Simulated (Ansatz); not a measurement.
Born–Oppenheimer molecular dynamics of Cl3F2HOW (8 atoms, charge 0, multiplicity 1). It goes on from the last frame of an earlier run, with new velocities.

Computed with Ansatz, RHF/def2-SVP.

```json
{
  "ensemble": "NVE (velocity Verlet)",
  "time step": "0.5 fs",
  "steps asked": "250",
  "starting velocities drawn for": "50 K",
  "seed": "850287"
}
```

First frame:

```xyz
8
Properties=species:S:1:pos:R:3
W 0.072 0.057 -0.129
F 0.073 0.538 1.672
Cl 2.297 0.347 -0.284
Cl -0.274 2.301 -0.625
F -1.770 -0.035 -0.048
O 0.228 -1.629 0.511
H 0.301 -2.076 1.355
Cl -0.056 -0.615 -2.287
```

Question: How far do the bonds stretch over the last three quarters of this one trajectory? (Pairs bonded in most of those frames.)

Answer: 
| bond | mean (Å) | spread (Å) | shortest | longest |
| --- | --- | --- | --- | --- |
| W1–F2 | 1.853 | 0.009 | 1.83 | 1.87 |
| W1–Cl3 | 2.319 | 0.042 | 2.25 | 2.38 |
| W1–Cl4 | 2.308 | 0.013 | 2.28 | 2.32 |
| W1–F5 | 1.843 | 0.004 | 1.84 | 1.85 |
| W1–O6 | 1.803 | 0.015 | 1.78 | 1.83 |
| W1–Cl8 | 2.294 | 0.011 | 2.28 | 2.31 |
| O6–H7 | 0.949 | 0.006 | 0.94 | 0.96 |

Mean temperature of the second half: 68 K. The conserved energy stayed within 0.012 meV per atom of its start (net change -0.002 meV per atom), so the integration is sound. The kinetic energy rose, since the run started high on the potential surface and went downhill. A run of 0.12 ps of so small a system gives no equilibrium averages.

Time of the run: 7.1 min on 4 threads of Arm Neoverse V1, with other jobs on the host, peak memory 0.36 GiB.
